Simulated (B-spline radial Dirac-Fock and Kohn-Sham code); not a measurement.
**Auger decay of the N1 hole in Sn²⁺**

System: Sn²⁺ in the configuration [Kr] 4d10 5s2, inside a Watson sphere of charge -2 and radius 3 Å (a model of the Madelung potential; inside it an electron's potential energy is raised by 9.6 eV).

The computed values come from a radial finite-basis atomic code: a relativistic independent-particle model: LDA orbitals of the hole state, radiative multipoles to third order, Auger rates from the Coulomb interaction with a continuum orbital, Dirac-Fock energies. Kinetic energies are configuration averages from the vacuum level; the two-hole energies are estimated from single-hole states.

```
transition  kinetic energy (eV)  width (meV)  share (%)
   N1-N2O1                13.24          445       16.6
   N1-N3O1                20.82          716       26.6
   N1-N4N4                63.54         29.4        1.1
   N1-N4N5                64.37          781       29.1
   N1-N5N5                65.61          240        8.9
   N1-N4O1                91.45          188        7.0
   N1-N5O1                92.49          276       10.3
   N1-O1O1                115.3         11.5        0.4
```

Coster-Kronig rates are the weakest part of this model and often come out 1.5 to 2.5 times too large. The listed channels hold 100 % of the non-radiative rate. Summed by principal shells, of 2.69 eV in all: NNO 60.5 %, NNN 39.1 %, NOO 0.4 %.
